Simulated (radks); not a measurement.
The numbers below are computed, except where a source is named.
Ionisation ladder of platinum, from Pt LXVII to Pt LXXVIII. Each ion is in the ground configuration listed by NIST, and IE = E(next ion) - E(this ion), with E = 0 for the bare nucleus. Code: a radial shooting solver on a logarithmic mesh with Libxc functionals. Model: Dirac Kohn-Sham, exchange-only PBE, spin-unpolarised, spherical densities, finite nucleus; open shells fill j = l - 1/2 first; Fermi nuclear charge, rms radius 5.427 fm.

| species | configuration | IE, Delta-SCF (eV) | -e(HOMO) (eV) | HOMO | <r> HOMO (bohr) |
|---|---|---|---|---|---|
| Pt LXVII | [Ne] 3s2 | 7987.1 | 7921.2 | 3s1/2 | 0.171 |
| Pt LXVIII | [Ne] 3s1 | 8119.2 | 8052.9 | 3s1/2 | 0.170 |
| Pt LXIX | [Ne] | 17574.7 | 17397.3 | 2p3/2 | 0.0661 |
| Pt LXX | [He] 2s2 2p5 | ? | 17752.4 | 2p3/2 | 0.0657 |
| Pt LXXI | [He] 2s2 2p4 | 18288.4 | 18109.4 | 2p3/2 | 0.0653 |
| Pt LXXII | [He] 2s2 2p3 | ? | 18467.6 | 2p3/2 | 0.0650 |
| Pt LXXIII | [He] 2s2 2p2 | ? | 20708 | 2p1/2 | 0.0568 |
| Pt LXXIV | [He] 2s2 2p1 | 21324 | 21119 | 2p1/2 | 0.0565 |
| Pt LXXV | [He] 2s2 | 21921 | 21759 | 2s1/2 | 0.0687 |
| Pt LXXVI | [He] 2s1 | ? | 22082 | 2s1/2 | 0.0685 |
| Pt LXXVII | [He] | 89410 | 88730 | 1s1/2 | 0.0171 |
| Pt LXXVIII | 1s1 | 90679 | 90079 | 1s1/2 | 0.0170 |

Estimate the withheld Delta-SCF values.

Answer. Pt LXX: 17930.8 eV (NIST 17890); Pt LXXII: 18647.1 eV (NIST 18630); Pt LXXIII: 20914 eV (NIST 20840); Pt LXXVI: 22238 eV (NIST 22205.7).

Beside tabulated values, note that spin-unpolarised runs miss the spin-polarisation part of the exchange energy of open shells.
